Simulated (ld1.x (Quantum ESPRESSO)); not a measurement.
**Scattering properties, ultrasoft potential for P**

ld1.x (Quantum ESPRESSO) 7.5 input, shortened:

```
&input
   title='P', zed=15., rel=1, dft='PBE', iswitch=3,
   config='[Ne] 3s1.75 3p3.25 3d-2'
 /
 &inputp
   pseudotype=3, tm=.true., lloc=-2, rcloc=0.70,
   nlcc=.true., new_core_ps=.true., rcore=0.88,
   which_augfun='PSQ', rmatch_augfun=0.70
 /
6
2S  1  0   2.00   0.00  0.70  0.80  0.0
3S  2  0   1.75   0.00  0.70  0.80  0.0
2P  2  1   6.00   0.00  0.70  0.75  0.0
3P  3  1   3.25   0.00  0.70  0.75  0.0
3D  3  2  -2.00  -0.15  0.70  0.90  0.0
3D  3  2  -2.00   2.40  0.70  0.90  0.0
 &test
   configts(1)='2s2 2p6 3s1.75 3p3.25'
 /
```

The phase is arctan(r·u′/u) with u = r·R(r), unwrapped; energies in Ry, scanned from -15 to 5 Ry. A pole is an energy at which the radial function vanishes at the test radius. The pseudo phase is shifted by a multiple of π to meet the all-electron one at the reference energy, and phase errors are pseudo minus all-electron; the curves can meet again beyond the range given. Levels narrower than the energy grid can be missing from the lists of poles.

Question: For each channel, where are the poles, and over which energies does the pseudopotential scatter like the atom?

Answer:

| channel | radius (bohr) | reference energy (Ry) | poles, all-electron | poles, pseudo | unbroken range about the reference energy with phases within 0.05 rad | phase error 1 Ry above the reference energy (rad) |
| --- | --- | --- | --- | --- | --- | --- |
| s | 1.00 | -1.04 | -11.40 | -11.40 | the whole range | -0.000 |
| p | 1.00 | -0.42 | -7.97 | -7.97 | the whole range | +0.000 |
| d | 1.00 | -0.15 | none | none | the whole range | +0.000 |

Phases in the p channel:

| E (Ry) | all-electron | pseudo |
| --- | --- | --- |
| -15.00 | 1.223 | 1.223 |
| -14.04 | 1.190 | 1.190 |
| -13.08 | 1.139 | 1.139 |
| -12.12 | 1.052 | 1.052 |
| -11.16 | 0.854 | 0.854 |
| -10.20 | 0.133 | 0.133 |
| -9.24 | -1.146 | -1.146 |
| -8.28 | -1.516 | -1.515 |
| -7.32 | -1.649 | -1.649 |
| -6.36 | -1.722 | -1.722 |
| -5.40 | -1.773 | -1.772 |
| -4.44 | -1.814 | -1.814 |
| -3.48 | -1.851 | -1.851 |
| -2.52 | -1.889 | -1.889 |
| -1.56 | -1.929 | -1.929 |
| -0.60 | -1.973 | -1.973 |
| 0.36 | -2.026 | -2.025 |
| 1.32 | -2.089 | -2.089 |
| 2.28 | -2.170 | -2.170 |
| 3.24 | -2.277 | -2.277 |
| 4.20 | -2.423 | -2.423 |
